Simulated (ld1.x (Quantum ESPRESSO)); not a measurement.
## Transferability test, TM potential for N

ld1.x (Quantum ESPRESSO) 7.5 input, shortened:

```
&input
   title='N', zed=7., rel=1, dft='PZ', iswitch=3,
   config='[He] 2s2 2p2.75'
 /
 &inputp
   pseudotype=2, tm=.true., lloc=0,
   nlcc=.false.
 /
2
2P  2  1   2.75   0.00  1.25  1.25  0.0
2S  1  0   2.00   0.00  0.95  0.95  0.0
 &test
   configts(1)='2s2 2p2.75'
 /
```

Energies are relative to the spin-unpolarised reference configuration 2s2 2p2.75; without spin polarisation the order of configurations can differ from experiment. Spin-polarised rows fill each open shell by Hund’s rule, majority spin first.

```
   valence configuration  charge  ΔE all-electron (eV)  error AE − PS (meV)
                 2s2 2p3       0                -2.187                 +0.3
                 2s2 2p2      +1                11.545                 +4.7
                 2s2 2p1      +2                40.515                  +74
               2s2 2p3.3    -0.3                -3.852                 +0.6
                 2s1 2p3      +1                22.998                 +3.7
                 2s1 2p4       0                 9.017                  +15
                 2s0 2p5       0                20.266                  +54
2s2 2p3 (spin-polarised)       0                -5.079                 +291
```

Question: What are ΔE and the potential's error for 2s2 2p2.75 (spin-polarised)?

Answer: ΔE = -2.607 eV all-electron; the error (AE − PS) is +272 meV.

Levels in the configuration 2s1 2p4:

```
level  all-electron (eV)  pseudo (eV)
   2s            -18.866      -18.846
   2p             -7.639       -7.646
```
